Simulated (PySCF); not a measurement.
**`CC=C=C=C=C(C)OC`, C8H10O**

Molfile (atoms numbered from 1):
```
C8H10O
     RDKit          3D

 19 18  0  0  0  0  0  0  0  0999 V2000
    4.0449   -0.0609   -1.3066 C   0  0  0  0  0  0  0  0  0  0  0  0
    3.2181   -1.3085   -1.2663 C   0  0  0  0  0  0  0  0  0  0  0  0
    1.8997   -1.3559   -1.2524 C   0  0  0  0  0  0  0  0  0  0  0  0
    0.6156   -1.3971   -1.2377 C   0  0  0  0  0  0  0  0  0  0  0  0
   -0.6633   -1.4374   -1.2196 C   0  0  0  0  0  0  0  0  0  0  0  0
   -1.9908   -1.5024   -1.2572 C   0  0  0  0  0  0  0  0  0  0  0  0
   -2.7443   -1.5570   -2.5513 C   0  0  0  0  0  0  0  0  0  0  0  0
   -2.6748   -1.5826   -0.0879 O   0  0  0  0  0  0  0  0  0  0  0  0
   -4.0164   -1.1744   -0.0521 C   0  0  0  0  0  0  0  0  0  0  0  0
    4.6922    0.0071   -0.4158 H   0  0  0  0  0  0  0  0  0  0  0  0
    3.4161    0.8385   -1.3496 H   0  0  0  0  0  0  0  0  0  0  0  0
    4.7138   -0.0645   -2.1836 H   0  0  0  0  0  0  0  0  0  0  0  0
    3.7684   -2.2611   -1.2435 H   0  0  0  0  0  0  0  0  0  0  0  0
   -2.0395   -1.5641   -3.3910 H   0  0  0  0  0  0  0  0  0  0  0  0
   -3.4153   -0.6913   -2.6742 H   0  0  0  0  0  0  0  0  0  0  0  0
   -3.3624   -2.4689   -2.6072 H   0  0  0  0  0  0  0  0  0  0  0  0
   -4.3563   -1.3194    0.9815 H   0  0  0  0  0  0  0  0  0  0  0  0
   -4.1310   -0.1067   -0.3112 H   0  0  0  0  0  0  0  0  0  0  0  0
   -4.6621   -1.7732   -0.7167 H   0  0  0  0  0  0  0  0  0  0  0  0
  1  2  1  0
  2  3  2  0
  3  4  2  0
  4  5  2  0
  5  6  2  0
  6  7  1  0
  6  8  1  0
  8  9  1  0
  1 10  1  0
  1 11  1  0
  1 12  1  0
  2 13  1  0
  7 14  1  0
  7 15  1  0
  7 16  1  0
  9 17  1  0
  9 18  1  0
  9 19  1  0
M  END
```

The calculation used PySCF 2.14.0, TDDFT CAM-B3LYP/aug-cc-pVDZ excited states, vertical, gas phase. Geometry: PBE0-D3(BJ)/def2-SVP.

Question: Give the one- and two-photon strengths of the lowest singlets.

Answer: δ for parallel linear polarisation; σ at the peak of a Lorentzian of half width 0.1 eV, single beam; Ω is circular over linear.
| state | E (eV) | f | photon λ (nm) | δ (au) | σ (GM) | Ω | main |
| --- | --- | --- | --- | --- | --- | --- | --- |
| S1 | 3.22 | 0.000 | 769 | 1.25 | 0.01 | 0.65 | HOMO→LUMO 0.86 |
| S2 | 4.27 | 0.000 | 580 | 0.14 | 0.00 | 1.42 | HOMO−1→LUMO+1 0.53, HOMO−1→LUMO+3 0.19 |
| S3 | 4.68 | 0.112 | 530 | 144 | 1.15 | 0.56 | HOMO→LUMO+1 0.53, HOMO−1→LUMO 0.25 |
| S4 | 5.01 | 0.016 | 495 | 32.7 | 0.30 | 0.50 | HOMO→LUMO+2 0.34, HOMO→LUMO+1 0.22 |
| S5 | 5.51 | 0.085 | 450 | 757 | 8.43 | 0.41 | HOMO→LUMO+2 0.38, HOMO→LUMO+3 0.31 |
| S6 | 5.64 | 2.130 | 439 | 14.4 | 0.17 | 0.90 | HOMO−1→LUMO 0.50, HOMO→LUMO+3 0.19 |

Among these, the strongest one-photon state is S6, the strongest two-photon state S5, with a dipole change of 4.0 D (relaxed, norm of the difference vector).
